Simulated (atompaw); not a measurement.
## u(r) = r·R(r): atom against pseudo-atom (In)

Columns: radius, all-electron u(r) and pseudo u(r) of the 5p shell (level -2.88 eV) of indium in the configuration [Kr] 4d10 5s1.75 5p1.25; LDA (PW92), scalar-relativistic, PAW (atompaw) scheme, atompaw 4.2.0.5.

```
r (bohr)  all-electron  pseudo
   0.096       -0.0679  0.0021
   0.192        0.1062  0.0083
   0.288        0.1314  0.0184
   0.385        0.0289  0.0326
   0.481       -0.0949  0.0501
   0.577       -0.1848  0.0708
   0.673       -0.2254  0.0942
   0.769       -0.2217  0.1200
   0.865       -0.1856  0.1478
   0.962       -0.1282  0.1773
   1.058       -0.0603  0.2074
   1.154        0.0116  0.2382
   1.250        0.0832  0.2690
   1.346        0.1514  0.2996
   1.442        0.2146  0.3295
   1.538        0.2720  0.3585
   1.635        0.3238  0.3865
   1.731        0.3689  0.4128
   1.827        0.4082  0.4374
   1.923        0.4419  0.4602
   2.019        0.4705  0.4810
   2.115        0.4943  0.4996
   2.212        0.5140  0.5162
   2.308        0.5296  0.5302
   2.404        0.5417  0.5417
   2.500        0.5506  0.5506
```

Problem. How many radial nodes do the two functions have?

Solution. The all-electron 5p function has n − l − 1 = 3; the pseudo-wave has 0, since the states of the same l below it are removed with the core.

Problem. Is the pseudo-wave norm-conserving?

Solution. No, it belongs to a PAW set: the norm inside the radius is not constrained, and the difference is carried by the augmentation charge.
